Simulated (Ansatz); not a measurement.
`COc1ccc(-c2sc(-c3sc(-c4sc(-c5ccc(C(F)=C(F)F)cc5)c5c4OCCO5)c4c3OCCO4)c3c2OCCO3)cc1`. Total charge 0; triplet. Geometry r2SCAN-D4/def2-SVP, that of the neutral singlet; atoms count from 1.

```xyz
69

C     3.285    0.210  -11.100
O     3.517    1.089  -10.022
C     2.939    0.804   -8.829
C     2.120   -0.308   -8.583
C     1.575   -0.510   -7.313
C     1.822    0.386   -6.253
C     1.258    0.176   -4.928
S     1.837    1.096   -3.554
C     0.731    0.321   -2.440
C     0.683    0.633   -1.046
S    -0.431   -0.144    0.061
C     0.168    0.762    1.437
C    -0.365    0.534    2.747
S    -0.922   -1.051    3.228
C    -1.435   -0.509    4.813
C    -2.043   -1.433    5.752
C    -2.159   -2.809    5.449
C    -2.742   -3.703    6.336
C    -3.243   -3.268    7.581
C    -3.844   -4.254    8.467
F    -3.847   -5.527    8.017
C    -4.407   -4.086    9.681
F    -4.513   -2.928   10.306
F    -4.920   -5.070   10.386
C    -3.131   -1.896    7.894
C    -2.548   -1.004    7.003
C    -1.144    0.846    4.946
C    -0.559    1.435    3.787
O    -0.280    2.760    3.697
C    -0.919    3.520    4.714
C    -0.752    2.846    6.060
O    -1.405    1.578    6.063
C     1.178    1.630    1.037
C     1.452    1.563   -0.355
O     2.406    2.324   -0.955
C     2.838    3.398   -0.124
C     3.090    2.903    1.287
O     1.885    2.426    1.878
C    -0.035   -0.613   -3.128
C     0.256   -0.695   -4.515
O    -0.417   -1.551   -5.338
C    -1.626   -2.029   -4.754
C    -1.391   -2.478   -3.326
O    -0.986   -1.374   -2.522
C     2.649    1.502   -6.527
C     3.199    1.708   -7.783
H     2.211    0.151  -11.354
H     3.657   -0.808  -10.884
H     3.835    0.618  -11.958
H     1.902   -1.032   -9.371
H     0.950   -1.386   -7.137
H    -1.777   -3.190    4.497
H    -2.815   -4.760    6.070
H    -3.506   -1.515    8.845
H    -2.483    0.050    7.272
H    -0.447    4.513    4.710
H    -1.996    3.633    4.483
H     0.323    2.712    6.283
H    -1.215    3.437    6.863
H     3.759    3.794   -0.575
H     2.069    4.194   -0.113
H     3.455    3.717    1.930
H     3.845    2.093    1.268
H    -2.392   -1.229   -4.774
H    -1.967   -2.866   -5.379
H    -0.611   -3.264   -3.301
H    -2.313   -2.873   -2.878
H     2.855    2.230   -5.735
H     3.835    2.572   -7.990
```

Single mean-field runs in def2-SVP are fitted with def2-universal-jkfit. At PBE0-D4/def2-SVP a singlet of charge 0 lies 1.83 eV below the triplet at the same geometry.

Problem. Estimate the Mulliken populations of the heavy atoms from the PBE0/def2-SVP orbitals of Ansatz.

Solution. 
```json
{"atom": "C1", "charge (e)": "0.11", "spin (α − β)": "0.00"}
{"atom": "O2", "charge (e)": "-0.34", "spin (α − β)": "0.02"}
{"atom": "C3", "charge (e)": "0.21", "spin (α − β)": "0.12"}
{"atom": "C4", "charge (e)": "-0.11", "spin (α − β)": "-0.07"}
{"atom": "C5", "charge (e)": "-0.03", "spin (α − β)": "0.13"}
{"atom": "C6", "charge (e)": "0.05", "spin (α − β)": "-0.10"}
{"atom": "C7", "charge (e)": "-0.13", "spin (α − β)": "0.36"}
{"atom": "S8", "charge (e)": "0.13", "spin (α − β)": "0.02"}
{"atom": "C9", "charge (e)": "-0.12", "spin (α − β)": "0.04"}
{"atom": "C10", "charge (e)": "-0.12", "spin (α − β)": "0.26"}
{"atom": "S11", "charge (e)": "0.15", "spin (α − β)": "0.04"}
{"atom": "C12", "charge (e)": "-0.16", "spin (α − β)": "0.35"}
{"atom": "C13", "charge (e)": "-0.17", "spin (α − β)": "-0.04"}
{"atom": "S14", "charge (e)": "0.11", "spin (α − β)": "0.03"}
{"atom": "C15", "charge (e)": "-0.13", "spin (α − β)": "0.25"}
{"atom": "C16", "charge (e)": "0.06", "spin (α − β)": "-0.08"}
{"atom": "C17", "charge (e)": "-0.06", "spin (α − β)": "0.11"}
{"atom": "C18", "charge (e)": "-0.02", "spin (α − β)": "-0.07"}
{"atom": "C19", "charge (e)": "-0.04", "spin (α − β)": "0.12"}
{"atom": "C20", "charge (e)": "0.18", "spin (α − β)": "-0.05"}
{"atom": "F21", "charge (e)": "-0.22", "spin (α − β)": "0.00"}
{"atom": "C22", "charge (e)": "0.33", "spin (α − β)": "0.08"}
{"atom": "F23", "charge (e)": "-0.16", "spin (α − β)": "0.00"}
{"atom": "F24", "charge (e)": "-0.15", "spin (α − β)": "0.01"}
{"atom": "C25", "charge (e)": "-0.03", "spin (α − β)": "-0.06"}
{"atom": "C26", "charge (e)": "-0.03", "spin (α − β)": "0.09"}
{"atom": "C27", "charge (e)": "0.13", "spin (α − β)": "-0.09"}
{"atom": "C28", "charge (e)": "0.21", "spin (α − β)": "0.17"}
{"atom": "O29", "charge (e)": "-0.33", "spin (α − β)": "0.03"}
{"atom": "C30", "charge (e)": "0.13", "spin (α − β)": "0.00"}
{"atom": "C31", "charge (e)": "0.14", "spin (α − β)": "0.00"}
{"atom": "O32", "charge (e)": "-0.36", "spin (α − β)": "0.00"}
{"atom": "C33", "charge (e)": "0.21", "spin (α − β)": "0.00"}
{"atom": "C34", "charge (e)": "0.11", "spin (α − β)": "0.11"}
{"atom": "O35", "charge (e)": "-0.35", "spin (α − β)": "0.03"}
{"atom": "C36", "charge (e)": "0.14", "spin (α − β)": "0.00"}
{"atom": "C37", "charge (e)": "0.13", "spin (α − β)": "0.00"}
{"atom": "O38", "charge (e)": "-0.33", "spin (α − β)": "0.01"}
{"atom": "C39", "charge (e)": "0.13", "spin (α − β)": "0.22"}
{"atom": "C40", "charge (e)": "0.17", "spin (α − β)": "-0.12"}
{"atom": "O41", "charge (e)": "-0.36", "spin (α − β)": "0.00"}
{"atom": "C42", "charge (e)": "0.13", "spin (α − β)": "0.00"}
{"atom": "C43", "charge (e)": "0.14", "spin (α − β)": "0.00"}
{"atom": "O44", "charge (e)": "-0.35", "spin (α − β)": "0.04"}
{"atom": "C45", "charge (e)": "-0.05", "spin (α − β)": "0.12"}
{"atom": "C46", "charge (e)": "-0.04", "spin (α − β)": "-0.07"}
```
Mulliken values depend strongly on the basis.

Problem. Where does the spin sit?

Solution. Summed by element: C 1.77, O 0.12, S 0.10, F 0.01, H 0.01, of 2 unpaired in all. Largest on single atoms: C7 0.36, C12 0.35, C10 0.26.

Problem. And the Mayer bond orders between heavy atoms (over 0.3, the first 40 of 53)?

Solution. C1–O2 0.95 (1.41 Å); O2–C3 1.11 (1.36 Å); C3–C4 1.29 (1.40 Å); C3–C46 1.33 (1.41 Å); C4–C5 1.39 (1.40 Å); C5–C6 1.34 (1.41 Å); C6–C7 1.16 (1.45 Å); C6–C45 1.27 (1.42 Å); C7–S8 1.05 (1.75 Å); C7–C40 1.37 (1.39 Å); S8–C9 1.05 (1.75 Å); C9–C10 1.44 (1.43 Å); C9–C39 1.27 (1.39 Å); C10–S11 1.03 (1.75 Å); C10–C34 1.23 (1.39 Å); S11–C12 1.04 (1.75 Å); C12–C13 1.26 (1.43 Å); C12–C33 1.29 (1.39 Å); C13–S14 1.07 (1.75 Å); C13–C28 1.38 (1.39 Å); S14–C15 1.07 (1.75 Å); C15–C16 1.17 (1.45 Å); C15–C27 1.41 (1.39 Å); C16–C17 1.28 (1.41 Å); C16–C26 1.31 (1.42 Å); C17–C18 1.44 (1.39 Å); C18–C19 1.32 (1.41 Å); C19–C20 1.05 (1.45 Å); C19–C25 1.30 (1.41 Å); C20–F21 1.04 (1.35 Å); C20–C22 1.61 (1.35 Å); C22–F23 1.10 (1.32 Å); C22–F24 1.14 (1.31 Å); C25–C26 1.45 (1.39 Å); C27–C28 1.24 (1.43 Å); C27–O32 1.08 (1.36 Å); C28–O29 1.13 (1.36 Å); O29–C30 0.94 (1.42 Å); C30–C31 1.06 (1.51 Å); C31–O32 0.93 (1.43 Å).
